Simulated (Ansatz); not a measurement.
Basis-set extrapolation for `C[O][AlH][N](C)C` (PBE0-D4/def2-TZVP geometry, frozen core, Ansatz 0.2.0). Multiplicity 1, RHF reference.

```tsv
	def2-TZVPP	def2-QZVPP
HF	-490.825728	-490.845533
MP2 correlation	-1.055264	-1.128097
CCSD(T) correlation	-1.149367	not run
```

Energies in hartree. Use E(X) = E(∞) + A·exp(−7.88·√X) for Hartree–Fock and E(X) = E(∞) + B·X^(−2.97) for correlation, with X = 3 and 4, and add CCSD(T) minus MP2 of the smaller set to the MP2 limit.

Task: What is the CCSD(T) energy at the basis-set limit?

Result: HF limit: -490.845533 + (-0.019805) × 0.13774 = -490.84826. MP2 limit: -1.128097 + (-0.072833) × 0.74074 = -1.18205. Higher-order term: -1.149367 − (-1.055264) = -0.09410. Total: -492.12441 hartree, 392.0 kJ/mol below CCSD(T)/def2-TZVPP.
